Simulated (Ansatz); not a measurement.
A trace of molecular dynamics of a periodic cell of 34 atoms, H22CO11 (contents 10 H2O + 1 H2CO, density as packed 0.97 g/cm³ with natural masses).

These are results of DFT PBE-D3(BJ), scalar-relativistic, plane waves, PAW (Ansatz), not measurements. Settings: accuracy low, cutoff 420 eV, k mesh 1x1x1, fermi-dirac smearing 0.02 eV, no spin polarisation.

```yaml
ensemble: NVE (velocity Verlet)
starting_velocities_drawn_for: 1000 K
masses: H 2.014 u
seed: 748248
```

```json
{"time (fs)": "0.0", "T (K)": "1000", "potential energy less start (eV)": "0.000", "conserved less start (meV/atom)": "0.00"}
{"time (fs)": "12.0", "T (K)": "912", "potential energy less start (eV)": "0.379", "conserved less start (meV/atom)": "0.12"}
{"time (fs)": "24.0", "T (K)": "823", "potential energy less start (eV)": "0.756", "conserved less start (meV/atom)": "0.05"}
{"time (fs)": "36.0", "T (K)": "802", "potential energy less start (eV)": "0.845", "conserved less start (meV/atom)": "-0.03"}
{"time (fs)": "48.0", "T (K)": "752", "potential energy less start (eV)": "1.060", "conserved less start (meV/atom)": "0.07"}
{"time (fs)": "60.0", "T (K)": "790", "potential energy less start (eV)": "0.899", "conserved less start (meV/atom)": "0.14"}
{"time (fs)": "72.0", "T (K)": "784", "potential energy less start (eV)": "0.921", "conserved less start (meV/atom)": "0.00"}
{"time (fs)": "84.0", "T (K)": "890", "potential energy less start (eV)": "0.474", "conserved less start (meV/atom)": "0.08"}
{"time (fs)": "96.0", "T (K)": "793", "potential energy less start (eV)": "0.895", "conserved less start (meV/atom)": "0.39"}
{"time (fs)": "108.0", "T (K)": "748", "potential energy less start (eV)": "1.089", "conserved less start (meV/atom)": "0.38"}
{"time (fs)": "120.0", "T (K)": "844", "potential energy less start (eV)": "0.672", "conserved less start (meV/atom)": "0.16"}
{"time (fs)": "132.0", "T (K)": "873", "potential energy less start (eV)": "0.537", "conserved less start (meV/atom)": "-0.08"}
{"time (fs)": "144.0", "T (K)": "886", "potential energy less start (eV)": "0.479", "conserved less start (meV/atom)": "-0.18"}
{"time (fs)": "156.0", "T (K)": "869", "potential energy less start (eV)": "0.551", "conserved less start (meV/atom)": "-0.21"}
{"time (fs)": "168.0", "T (K)": "819", "potential energy less start (eV)": "0.772", "conserved less start (meV/atom)": "-0.05"}
{"time (fs)": "180.0", "T (K)": "834", "potential energy less start (eV)": "0.710", "conserved less start (meV/atom)": "0.10"}
{"time (fs)": "192.0", "T (K)": "861", "potential energy less start (eV)": "0.600", "conserved less start (meV/atom)": "0.24"}
{"time (fs)": "204.0", "T (K)": "864", "potential energy less start (eV)": "0.589", "conserved less start (meV/atom)": "0.25"}
{"time (fs)": "216.0", "T (K)": "870", "potential energy less start (eV)": "0.557", "conserved less start (meV/atom)": "0.07"}
{"time (fs)": "228.0", "T (K)": "888", "potential energy less start (eV)": "0.472", "conserved less start (meV/atom)": "-0.22"}
{"time (fs)": "240.0", "T (K)": "898", "potential energy less start (eV)": "0.426", "conserved less start (meV/atom)": "-0.23"}
{"time (fs)": "252.0", "T (K)": "792", "potential energy less start (eV)": "0.883", "conserved less start (meV/atom)": "-0.10"}
{"time (fs)": "264.0", "T (K)": "772", "potential energy less start (eV)": "0.977", "conserved less start (meV/atom)": "0.15"}
{"time (fs)": "276.0", "T (K)": "670", "potential energy less start (eV)": "1.417", "conserved less start (meV/atom)": "0.33"}
{"time (fs)": "288.0", "T (K)": "771", "potential energy less start (eV)": "0.982", "conserved less start (meV/atom)": "0.11"}
{"time (fs)": "300.0", "T (K)": "804", "potential energy less start (eV)": "0.837", "conserved less start (meV/atom)": "0.00"}
```

Task: Is this trajectory sound?

Result: The conserved energy stayed within 0.49 meV per atom of its start (net change 0.00015 meV per atom), so the integration is sound. A run of 0.3 ps of so small a system gives no equilibrium averages. Limits of this set-up: coarse k mesh, low accuracy level. The time step was 0.75 fs.

The run took 8.7 min on 1 thread of Intel(R) Xeon(R) Platinum 8375C CPU @ 2.90GHz (Ice Lake), on a shared host, peak memory 0.47 GiB.
